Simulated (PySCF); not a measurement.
**Radial density of Sn (tin, neutral)**

UHF, [Kr] 4d10 5s1 5p2 6s1, high-spin 5P determinant (an excited configuration). All numbers are calculated (PySCF 2.14, the spin-free X2C one-electron Hamiltonian (Gaussian nucleus), in aug-cc-pVTZ-DK3).

| r (bohr) | 4πr²ρ (e/bohr) | 4πr²(ρα − ρβ) |
| --- | --- | --- |
| 0.0304 | 58.65 | 0.0110 |
| 0.0511 | 59.92 | 0.0290 |
| 0.0859 | 82.33 | 0.0358 |
| 0.145 | 61.22 | -0.0253 |
| 0.243 | 66.86 | 0.0806 |
| 0.409 | 36.94 | 0.0026 |
| 0.688 | 22.48 | 0.1778 |
| 1.16 | 13.96 | 0.0280 |
| 1.95 | 2.797 | 1.3553 |
| 3.27 | 0.8562 | 0.8347 |
| 5.51 | 0.2685 | 0.2685 |
| 9.26 | 0.06861 | 0.0686 |
| 15.6 | 4.877e-05 | 0.0000 |

Densities and radii are taken from the X2C orbitals without a picture-change correction, which distorts them close to the nucleus.

The outer electron is Rydberg-like, and this basis confines it to a smaller radius and binds it less than a complete one would.

(1) Where is the radial spin density 4πr²(ρα − ρβ) most negative, and why is it negative at all?

Answers

(1) Around r = 0.145 bohr, down to -0.0253 e/bohr: exchange with the open shell polarises the paired shells in an unrestricted calculation.
